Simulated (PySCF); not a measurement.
# Scalar relativity in S²⁺ (sulfur, charge +2)

[Ne] 3s2 3p2, high-spin 3P determinant; PBE calculated with PySCF 2.14 in dyall-acv3z (19s12p6d4f, 113 functions), once non-relativistic with a point nucleus and once with spin-free X2C-1e and a Gaussian nucleus.

```
shell  ε non-rel. (eV)  rms r non-rel. (bohr, spins averaged)
 1s α          -2424.0                                 0.1128
 1s β          -2423.6                                 0.1128
 2s α          -236.11                                 0.5241
 2s β          -235.77                                 0.5241
 2p α          -182.31                                 0.4944
 2p β          -181.84                                 0.4944
 3s α          -40.171                                  1.695
 3s β          -37.644                                  1.695
 3p α          -28.954                                  1.892
```

Problem. How does scalar relativity move these shells?

Solution. 1s α: ε -2431.2 eV, radius -0.52 %; 1s β: ε -2430.9 eV, radius -0.52 %; 2s α: ε -237.32 eV, radius -0.41 %; 2s β: ε -236.99 eV, radius -0.41 %; 2p α: ε -182.27 eV, radius -0.11 %; 2p β: ε -181.81 eV, radius -0.11 %; 3s α: ε -40.304 eV, radius -0.29 %; 3s β: ε -37.775 eV, radius -0.29 %; 3p α: ε -28.942 eV, radius -0.02 %.

The total energy goes from -396.7121 to -397.8088 hartree.

Ionisation energy, S²⁺ [Ne] 3s2 3p2 (3P) → S³⁺ [Ne] 3s2 3p1 (2P) (eV):

```
                                method  non-relativistic  spin-free X2C   shift
                                   UHF            34.159         34.151  -0.008
                                   LDA            34.880         34.871  -0.010
                                   PBE            34.833         34.824  -0.009
                                  PBE0            34.875         34.866  -0.009
                                r2SCAN            35.029         35.021  -0.008
                         MP2 (valence)            34.653         34.645  -0.008
                     SCS-MP2 (valence)            34.556         34.548  -0.008
    MP2 (valence and next inner shell)            34.713         34.704  -0.008
SCS-MP2 (valence and next inner shell)            34.608         34.600  -0.008
                        CCSD (valence)            34.694         34.687  -0.006
                     CCSD(T) (valence)            34.728         34.722  -0.007
```

Relativity contracts and stabilises s shells directly. The contracted s shells screen the nucleus better, so for spin-averaged p shells the direct and indirect effects partly cancel.
